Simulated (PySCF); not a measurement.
**How the method moves the HOMO and LUMO of `C=C1C=C1C(F)F`**

Species: C5H4F2.
Structure used (PBE0-D3(BJ)/def2-SVP), in Å, numbered top down from 1:
```xyz
11
C5H4F2 angstrom
C     -2.1777    0.0685    0.0777
C     -0.9026    0.4090   -0.0865
C      0.1407    1.3440   -0.4229
C      0.5098    0.1281   -0.0647
C      1.6053   -0.8251    0.2246
F      2.7968   -0.2941   -0.1093
F      1.4285   -1.9578   -0.4848
H     -2.4499   -0.9378    0.3998
H     -2.9750    0.7884   -0.1146
H      0.4432    2.3420   -0.7331
H      1.6239   -1.0884    1.2986
```

Basis pcSseg-1 throughout (PySCF), one geometry. The structure is a single PBE0-D3(BJ)/def2-SVP conformer in the gas phase; no vibrational or solvent corrections.

Problem. How do the orbital energies, the gap and the dipole change with the method?

Solution. 
| method | kind | HOMO (eV) | LUMO (eV) | gap (eV) | μ (D) | SCF cycles |
| --- | --- | --- | --- | --- | --- | --- |
| KT2 | GGA | -5.30 | -2.14 | 3.16 | 1.64 | 16 |
| BP86 | GGA | -5.42 | -2.26 | 3.16 | 1.64 | 15 |
| B97-2 | global hybrid | -6.12 | -1.16 | 4.96 | 1.74 | 14 |
| BHandHLYP | global hybrid | -7.24 | 0.07 | 7.31 | 1.86 | 13 |
| CAM-B3LYP | range-separated hybrid | -7.64 | 0.10 | 7.75 | 1.77 | 13 |
| wB97X-D | range-separated hybrid | -8.19 | 0.74 | 8.94 | 1.78 | 14 |
| HF | Hartree–Fock | -8.49 | 2.96 | 11.45 | 2.02 | 11 |
| LC-wPBE | range-separated hybrid | -9.00 | 1.31 | 10.31 | 1.77 | 14 |

The HOMO spans 3.70 eV, from KT2 down to LC-wPBE, and the gap runs from 3.16 eV (BP86) to 11.45 eV (HF). Over the methods KT2 (0 %), BP86 (0 %), B97-2 (21 %), BHandHLYP (50 %), HF (100 %), a straight line through the gap against the share of exact exchange rises by 0.83 eV for each 10 % (correlation coefficient 1.000). The dipole ranges from 1.64 D (KT2) to 2.02 D (HF). This basis has no diffuse functions.
